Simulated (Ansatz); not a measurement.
Species: H2Mg, SMILES `[MgH2]` with one electron removed (charge 1, multiplicity 2).

Task: Give a relaxed geometry from PBE0-D3(BJ)/def2-TZVP (Ansatz, a first-principles code).

Result: the end point of this relaxation (outside a Z-matrix the atoms follow the SMILES, hydrogens last).
Cartesian coordinates (Å) in one orientation:
```xyz
3

Mg     0.000     0.000     0.000
H     -1.795     0.000     0.000
H      1.795     0.000     0.000
```
